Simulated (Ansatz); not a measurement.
BHN (SMILES [B]=N) moved off its minimum; all values from Ansatz (a first-principles code), cores frozen in correlated methods. Open shells are unrestricted.
(charge 0, multiplicity 2)
```xyz
3

B     -0.0173     0.0097    -0.8571
N     -0.0007     0.0469     0.3698
H     -0.0261    -0.0338     1.3910
```

Forces at B3LYP/def2-TZVPP (eV/Å):

```json
[
 {"atom": "B1", "Fx": "0.010", "Fy": "0.033", "Fz": "-0.640"},
 {"atom": "N2", "Fx": "-0.068", "Fy": "-0.211", "Fz": "2.099"},
 {"atom": "H3", "Fx": "0.059", "Fy": "0.178", "Fz": "-1.459"}
]
```

Task: Give the forces (eV/Å), the total energy and the dipole at CCSD(T)/aug-cc-pVTZ.

Result: 
| atom | Fx | Fy | Fz |
|---|---|---|---|
| B1 | -0.002 | 0.008 | -1.669 |
| N2 | -0.058 | -0.191 | 3.086 |
| H3 | 0.060 | 0.182 | -1.418 |
Energy -79.9755 hartree, dipole 0.47 D.
